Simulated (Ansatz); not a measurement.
The same ligand exchange along the group Al, Ga, In.

Isolated molecules relaxed with PBE0-D4/def2-TZVP in Ansatz; ΔE leaves out vibrations. CCSD(T)/CBS is the MP2 limit (def2-TZVPP, def2-QZVPP) plus CCSD(T) − MP2 in def2-TZVPP, frozen cores. This one scheme is used for every species. DFT in def2-TZVPP. B3LYP here is the variant with VWN-RPA as its local correlation; programs differ in this. def2 core potentials past Kr. For Ga, In outer-core shells are correlated without core-valence functions, which leaves a few kJ/mol of doubt a bond. Scalar relativity is left out up to krypton. Each species was taken in one conformer, which may not be the lowest.

```json
{"reaction": "`[OH][Al]([OH])[SH]` + H–F → `[OH][Al]([F])[SH]` + H₂O", "CCSD(T)/CBS(def2) (kJ/mol)": "?"}
{"reaction": "`[OH][Ga]([OH])[SH]` + H–F → `[OH][Ga]([F])[SH]` + H₂O", "CCSD(T)/CBS(def2) (kJ/mol)": "-25"}
{"reaction": "`[OH][In]([OH])[SH]` + H–F → `[OH][In]([F])[SH]` + H₂O", "CCSD(T)/CBS(def2) (kJ/mol)": "-30"}
```

**Question.** Fill in the missing values. (Estimate.)

**Answer.** The calculation gave: `[OH][Al]([OH])[SH]` + H–F → `[OH][Al]([F])[SH]` + H₂O: -49.3 kJ/mol.

Largest T1 diagnostic: 0.016, for `[OH][In]([OH])[SH]`.
